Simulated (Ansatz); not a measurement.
Caution, from a PySCF single point (B3LYP-D3(BJ)/def2-TZVP) at this geometry: the unrestricted state is spin-contaminated.  The multiplicity is imposed and other spin states were not computed.

The numbers are results of Ansatz (a program for electronic structure) with r2SCAN-D4/def2-SVP, not measurements. No frequencies were computed at this level.

Ansatz 0.2 input:
```yaml
crystal:
  periodic: [false, false, false]
  atoms:
    - { symbol: Ir, position_ang: [0.403197, 0.300235, 0.408423] }
    - { symbol: O, position_ang: [1.290789, -0.716938, -0.911302] }
    - { symbol: H, position_ang: [1.154466, -0.383544, -1.806952] }
    - { symbol: O, position_ang: [-1.427705, 0.21436, 0.860774] }
    - { symbol: H, position_ang: [-1.645396, -0.53419, 1.430489] }
basis:
  gaussian: { orbitals: def2-svp }
hamiltonian:
  xc: r2scan
  dispersion: d4
relax:
  max_steps: 150
magnetization:
  spin_polarized: true
  initial_magnetization: 1
```

Output:

```
[...]
mean field evaluation 32: about -6960.5296 eV, gradient 3.6e-4 eV
mean field evaluation 64: about -6956.6374 eV, gradient 1.3e1 eV
mean field evaluation 96: about -6959.5681 eV, gradient 3.7e0 eV
mean field -6960.52964813 eV, -255.7947465522 hartree, gradient 2.5e-7 eV, S^2 0.944083; 10 other end points of the search recorded, 0 dependent functions left out
reference -6960.52966514 eV, -255.7947471775 hartree; 18, 17 occupied and 52, 53 virtual orbitals, 696 factors
relax step   1: F+E_penalty+E_count = -6960.54554639 eV  Δ(F+E_penalty+E_count) = +0.000e0 eV  max|allowed force component| = 1.432e0 eV/Å  Δτ_max = 0.0000 Å  (501 SCF iters, accepted)
these checks for a lower state are left out or cut short: starts, cluster_reference, orbital_swaps, neighbouring_geometries, increment
696 factors; their error is unknown
mean field evaluation 128: about -6960.5910 eV, gradient 2.3e0 eV
mean field -6960.71623288 eV, -255.8016034154 hartree, gradient 1.2e-5 eV, S^2 1.015209; 1 other end points of the search recorded, 0 dependent functions left out
reference -6960.71625004 eV, -255.8016040462 hartree; 18, 17 occupied and 52, 53 virtual orbitals, 696 factors
relax step   2: F+E_penalty+E_count = -6960.73205123 eV  Δ(F+E_penalty+E_count) = -1.865e-1 eV  max|allowed force component| = 2.368e0 eV/Å  Δτ_max = 0.1946 Å  (118 SCF iters, accepted)
these checks for a lower state are left out or cut short: starts, cluster_reference, orbital_swaps, neighbouring_geometries, increment
696 factors; their error is unknown
mean field evaluation 160: about -6960.9242 eV, gradient 2.1e-5 eV
mean field -6960.92423160 eV, -255.8092472275 hartree, gradient 8.6e-6 eV, S^2 0.999437; 0 other end points of the search recorded, 0 dependent functions left out
reference -6960.92424877 eV, -255.8092478585 hartree; 18, 17 occupied and 52, 53 virtual orbitals, 696 factors
relax step   3: F+E_penalty+E_count = -6960.94001368 eV  Δ(F+E_penalty+E_count) = -2.080e-1 eV  max|allowed force component| = 5.867e-1 eV/Å  Δτ_max = 0.0777 Å  (68 SCF iters, accepted)
these checks for a lower state are left out or cut short: starts, cluster_reference, orbital_swaps, neighbouring_geometries, increment
696 factors; their error is unknown
mean field -6960.98596798 eV, -255.8115159973 hartree, gradient 7.4e-7 eV, S^2 1.043923; 0 other end points of the search recorded, 0 dependent functions left out
reference -6960.98598510 eV, -255.8115166265 hartree; 18, 17 occupied and 52, 53 virtual orbitals, 696 factors
relax step   4: F+E_penalty+E_count = -6961.00168675 eV  Δ(F+E_penalty+E_count) = -6.167e-2 eV  max|allowed force component| = 3.457e-1 eV/Å  Δτ_max = 0.0770 Å  (112 SCF iters, accepted)
these checks for a lower state are left out or cut short: starts, cluster_reference, orbital_swaps, neighbouring_geometries, increment
696 factors; their error is unknown
mean field -6961.02862090 eV, -255.8130834633 hartree, gradient 3.7e-7 eV, S^2 1.096935; 0 other end points of the search recorded, 0 dependent functions left out
reference -6961.02863783 eV, -255.8130840856 hartree; 18, 17 occupied and 52, 53 virtual orbitals, 696 factors
relax step   5: F+E_penalty+E_count = -6961.04421456 eV  Δ(F+E_penalty+E_count) = -4.253e-2 eV  max|allowed force component| = 7.597e-1 eV/Å  Δτ_max = 0.1952 Å  (112 SCF iters, accepted)
these checks for a lower state are left out or cut short: starts, cluster_reference, orbital_swaps, neighbouring_geometries, increment
696 factors; their error is unknown
mean field evaluation 192: about -6961.0394 eV, gradient 9.3e-1 eV
mean field -6961.03836445 eV, -255.8134415322 hartree, gradient 1.0e-7 eV, S^2 1.152618; 0 other end points of the search recorded, 0 dependent functions left out
reference -6961.03838134 eV, -255.8134421531 hartree; 18, 17 occupied and 52, 53 virtual orbitals, 696 factors
relax step   6: F+E_penalty+E_count = -6961.05383880 eV  Δ(F+E_penalty+E_count) = -9.624e-3 eV  max|allowed force component| = 8.789e-1 eV/Å  Δτ_max = 0.1950 Å  (119 SCF iters, accepted)
these checks for a lower state are left out or cut short: starts, cluster_reference, orbital_swaps, neighbouring_geometries, increment
696 factors; their error is unknown
mean field evaluation 224: about -6960.8817 eV, gradient 1.5e-2 eV
mean field -6960.88167109 eV, -255.8076831577 hartree, gradient 4.8e-7 eV, S^2 1.095483; 0 other end points of the search recorded, 0 dependent functions left out
reference -6960.88168804 eV, -255.8076837804 hartree; 18, 17 occupied and 52, 53 virtual orbitals, 696 factors
relax step   7: F+E_penalty+E_count = -6960.89724721 eV  Δ(F+E_penalty+E_count) = +1.566e-1 eV  max|allowed force component| = 7.164e-1 eV/Å  Δτ_max = 0.1605 Å  (220 SCF iters, rejected (line search))
these checks for a lower state are left out or cut short: starts, cluster_reference, orbital_swaps, neighbouring_geometries, increment
696 factors; their error is unknown
mean field evaluation 256: about -6961.0448 eV, gradient 9.2e-6 eV
mean field -6961.04476945 eV, -255.8136769118 hartree, gradient 1.6e-7 eV, S^2 1.114257; 0 other end points of the search recorded, 0 dependent functions left out
reference -6961.04478634 eV, -255.8136775323 hartree; 18, 17 occupied and 52, 53 virtual orbitals, 696 factors
relax step   8: F+E_penalty+E_count = -6961.06028582 eV  Δ(F+E_penalty+E_count) = -6.447e-3 eV  max|allowed force component| = 4.020e-1 eV/Å  Δτ_max = 0.0780 Å  (129 SCF iters, accepted)
these checks for a lower state are left out or cut short: starts, cluster_reference, orbital_swaps, neighbouring_geometries, increment
696 factors; their error is unknown
mean field evaluation 288: about -6961.0543 eV, gradient 1.4e-7 eV
mean field -6961.05425902 eV, -255.8140256471 hartree, gradient 1.4e-7 eV, S^2 1.136210; 0 other end points of the search recorded, 0 dependent functions left out
reference -6961.05427598 eV, -255.8140262704 hartree; 18, 17 occupied and 52, 53 virtual orbitals, 696 factors
relax step   9: F+E_penalty+E_count = -6961.06977861 eV  Δ(F+E_penalty+E_count) = -9.493e-3 eV  max|allowed force component| = 2.041e-1 eV/Å  Δτ_max = 0.1000 Å  (126 SCF iters, accepted)
these checks for a lower state are left out or cut short: starts, cluster_reference, orbital_swaps, neighbouring_geometries, increment
696 factors; their error is unknown
mean field -6961.06144147 eV, -255.8142895973 hartree, gradient 9.7e-8 eV, S^2 1.145439; 0 other end points of the search recorded, 0 dependent functions left out
reference -6961.06145839 eV, -255.8142902188 hartree; 18, 17 occupied and 52, 53 virtual orbitals, 696 factors
relax step  10: F+E_penalty+E_count = -6961.07693235 eV  Δ(F+E_penalty+E_count) = -7.154e-3 eV  max|allowed force component| = 1.689e-1 eV/Å  Δτ_max = 0.1500 Å  (120 SCF iters, accepted)
these checks for a lower state are left out or cut short: starts, cluster_reference, orbital_swaps, neighbouring_geometries, increment
696 factors; their error is unknown
mean field -6961.06175204 eV, -255.8143010103 hartree, gradient 5.6e-8 eV, S^2 1.158774; 0 other end points of the search recorded, 0 dependent functions left out
reference -6961.06176895 eV, -255.8143016317 hartree; 18, 17 occupied and 52, 53 virtual orbitals, 696 factors
relax step  11: F+E_penalty+E_count = -6961.07722194 eV  Δ(F+E_penalty+E_count) = -2.896e-4 eV  max|allowed force component| = 6.634e-2 eV/Å  Δτ_max = 0.0065 Å  (123 SCF iters, accepted)
these checks for a lower state are left out or cut short: starts, cluster_reference, orbital_swaps, neighbouring_geometries, increment
696 factors; their error is unknown
mean field evaluation 320: about -6961.0854 eV, gradient 6.1e-1 eV
mean field -6961.06210204 eV, -255.8143138726 hartree, gradient 2.1e-7 eV, S^2 1.160304; 0 other end points of the search recorded, 0 dependent functions left out
reference -6961.06211894 eV, -255.8143144937 hartree; 18, 17 occupied and 52, 53 virtual orbitals, 696 factors
relax step  12: F+E_penalty+E_count = -6961.07756908 eV  Δ(F+E_penalty+E_count) = -3.471e-4 eV  max|allowed force component| = 6.978e-2 eV/Å  Δτ_max = 0.0057 Å  (115 SCF iters, accepted)
these checks for a lower state are left out or cut short: starts, cluster_reference, orbital_swaps, neighbouring_geometries, increment
696 factors; their error is unknown
mean field -6961.06319043 eV, -255.8143538704 hartree, gradient 1.2e-7 eV, S^2 1.161386; 0 other end points of the search recorded, 0 dependent functions left out
reference -6961.06320732 eV, -255.8143544909 hartree; 18, 17 occupied and 52, 53 virtual orbitals, 696 factors
relax step  13: F+E_penalty+E_count = -6961.07865632 eV  Δ(F+E_penalty+E_count) = -1.087e-3 eV  max|allowed force component| = 4.483e-2 eV/Å  Δτ_max = 0.0242 Å  (120 SCF iters, accepted)
these checks for a lower state are left out or cut short: starts, cluster_reference, orbital_swaps, neighbouring_geometries, increment
696 factors; their error is unknown
mean field evaluation 352: about -6961.0871 eV, gradient 8.0e-3 eV
mean field -6961.06333258 eV, -255.8143590943 hartree, gradient 2.8e-7 eV, S^2 1.161956; 0 other end points of the search recorded, 0 dependent functions left out
reference -6961.06334944 eV, -255.8143597137 hartree; 18, 17 occupied and 52, 53 virtual orbitals, 696 factors
relax step  14: F+E_penalty+E_count = -6961.07879406 eV  Δ(F+E_penalty+E_count) = -1.377e-4 eV  max|allowed force component| = 2.607e-2 eV/Å  Δτ_max = 0.0183 Å  (127 SCF iters, accepted)
these checks for a lower state are left out or cut short: starts, cluster_reference, orbital_swaps, neighbouring_geometries, increment
696 factors; their error is unknown
mean field evaluation 384: about -6961.0635 eV, gradient 9.8e-6 eV
mean field -6961.06350826 eV, -255.8143655502 hartree, gradient 6.2e-8 eV, S^2 1.164477; 0 other end points of the search recorded, 0 dependent functions left out
reference -6961.06352511 eV, -255.8143661694 hartree; 18, 17 occupied and 52, 53 virtual orbitals, 696 factors
relax step  15: F+E_penalty+E_count = -6961.07896696 eV  Δ(F+E_penalty+E_count) = -1.729e-4 eV  max|allowed force component| = 9.274e-3 eV/Å  Δτ_max = 0.0187 Å  (117 SCF iters, accepted)
these checks for a lower state are left out or cut short: starts, cluster_reference, orbital_swaps, neighbouring_geometries, increment
696 factors; their error is unknown
mean field -6961.06353140 eV, -255.8143664005 hartree, gradient 8.5e-8 eV, S^2 1.165388; 0 other end points of the search recorded, 0 dependent functions left out
reference -6961.06354824 eV, -255.8143670194 hartree; 18, 17 occupied and 52, 53 virtual orbitals, 696 factors
relax step  16: F+E_penalty+E_count = -6961.07898849 eV  Δ(F+E_penalty+E_count) = -2.153e-5 eV  max|allowed force component| = 9.513e-3 eV/Å  Δτ_max = 0.0103 Å  (114 SCF iters, accepted)
these checks for a lower state are left out or cut short: starts, cluster_reference, orbital_swaps, neighbouring_geometries, increment
696 factors; their error is unknown
mean field evaluation 416: about -6961.0636 eV, gradient 8.7e-6 eV
mean field -6961.06356355 eV, -255.8143675820 hartree, gradient 1.2e-7 eV, S^2 1.167850; 0 other end points of the search recorded, 0 dependent functions left out
reference -6961.06358037 eV, -255.8143682003 hartree; 18, 17 occupied and 52, 53 virtual orbitals, 696 factors
relax step  17: F+E_penalty+E_count = -6961.07901636 eV  Δ(F+E_penalty+E_count) = -2.787e-5 eV  max|allowed force component| = 1.804e-2 eV/Å  Δτ_max = 0.0217 Å  (114 SCF iters, accepted)
these checks for a lower state are left out or cut short: starts, cluster_reference, orbital_swaps, neighbouring_geometries, increment
696 factors; their error is unknown
mean field -6961.06358074 eV, -255.8143682138 hartree, gradient 7.4e-8 eV, S^2 1.169070; 0 other end points of the search recorded, 0 dependent functions left out
reference -6961.06359756 eV, -255.8143688318 hartree; 18, 17 occupied and 52, 53 virtual orbitals, 696 factors
relax step  18: F+E_penalty+E_count = -6961.07903167 eV  Δ(F+E_penalty+E_count) = -1.531e-5 eV  max|allowed force component| = 1.134e-2 eV/Å  Δτ_max = 0.0118 Å  (113 SCF iters, accepted)
these checks for a lower state are left out or cut short: starts, cluster_reference, orbital_swaps, neighbouring_geometries, increment
696 factors; their error is unknown
mean field evaluation 448: about -6961.0636 eV, gradient 6.5e-7 eV
mean field -6961.06358662 eV, -255.8143684298 hartree, gradient 9.7e-8 eV, S^2 1.169694; 0 other end points of the search recorded, 0 dependent functions left out
reference -6961.06360343 eV, -255.8143690476 hartree; 18, 17 occupied and 52, 53 virtual orbitals, 696 factors
relax step  19: F+E_penalty+E_count = -6961.07903632 eV  Δ(F+E_penalty+E_count) = -4.651e-6 eV  max|allowed force component| = 9.977e-3 eV/Å  Δτ_max = 0.0076 Å  (113 SCF iters, accepted)
696 factors; their error is unknown
mean field evaluation 480: about -6961.0636 eV, gradient 5.8e-4 eV
mean field evaluation 512: about -6961.0606 eV, gradient 2.3e-1 eV
mean field evaluation 544: about -6960.9492 eV, gradient 1.7e0 eV
mean field evaluation 576: about -6961.0489 eV, gradient 1.2e-1 eV
mean field -6961.06358662 eV, -255.8143684298 hartree, gradient 9.7e-8 eV, S^2 1.169694; 11 other end points of the search recorded, 0 dependent functions left out
reference -6961.06360343 eV, -255.8143690476 hartree; 18, 17 occupied and 52, 53 virtual orbitals, 696 factors
Total energy: -6961.07905313 eV, -255.8149368138 hartree
Atom 0 at    -0.002090    -0.173414     0.035395 Å, force     0.007165    -0.003932    -0.006060 eV/Å
Atom 1 at     1.421349    -0.629649    -1.033966 Å, force    -0.009977     0.005486     0.004956 eV/Å
Atom 2 at     1.634478    -0.258685    -1.904551 Å, force    -0.001192    -0.001702     0.004179 eV/Å
Atom 3 at    -1.489254     0.206121     1.045569 Å, force     0.001001     0.000007     0.000075 eV/Å
Atom 4 at    -1.789132    -0.264449     1.838985 Å, force     0.003003     0.000141    -0.003150 eV/Å
Dipole moment:    -0.028728    -0.032371    -0.024638 e Å
```

Cost: very roughly 6 core-minutes.
